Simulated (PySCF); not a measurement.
C3H10Si, SMILES `C([SiH3])CC` (C–C–C–Si torsion 180°), neutral singlet in the gas phase. 

Z-matrix (Å, degrees):
```
C
H 1 1.0953
H 1 1.0953 2 105.93
C 1 1.5339 2 109.88 3 118.63
H 4 1.0944 1 109.47 2 179.79
H 4 1.0944 5 105.97 1 117.96
C 4 1.5269 5 109.33 6 117.73
H 7 1.0919 4 111.46 5 -57.80
H 7 1.0926 8 107.87 4 122.02
H 7 1.0926 8 107.87 9 115.96
Si 1 1.8804 2 108.40 3 -116.16
H 11 1.4838 1 110.90 2 57.27
H 11 1.4844 12 108.49 1 121.39
H 11 1.4844 12 108.49 13 117.21
```
Charge 0, spin multiplicity 1.

All levels are single points at this geometry (B3LYP-D3(BJ)/def2-TZVP); Pople sets use spherical d functions. Orbital energies aren't observables, and empty levels follow the basis.

| level | HOMO (eV) | LUMO (eV) | gap (eV) | dipole (D) | vertical IE, Delta-SCF (eV) |
|---|---|---|---|---|---|
| B3LYP-D3(BJ)/def2-TZVP in PySCF | -8.28 | 0.46 | 8.74 | 0.87 | – |
| PBE-D3(BJ)/def2-TZVP in PySCF | -7.22 | -0.07 | 7.15 | 0.92 | – |
| B3LYP/3-21G in PySCF | -8.22 | 1.57 | 9.78 | 0.83 | – |
| B3LYP/6-31G* in PySCF | -8.11 | 1.18 | 9.29 | 0.87 | 10.38 |
| B3LYP/LANL2DZ in PySCF | -8.22 | 1.43 | 9.65 | 0.76 | – |
| M06-2X/6-31G* in PySCF | -9.52 | 2.07 | 11.59 | 0.79 | – |
| PBE/6-31G* in PySCF | -7.04 | 0.56 | 7.59 | 0.94 | 10.10 |
| HF/6-31G* in PySCF | -11.54 | 4.41 | 15.94 | 0.77 | 10.03 |
| HF/STO-3G in PySCF | -9.93 | 13.75 | 23.69 | 0.15 | – |
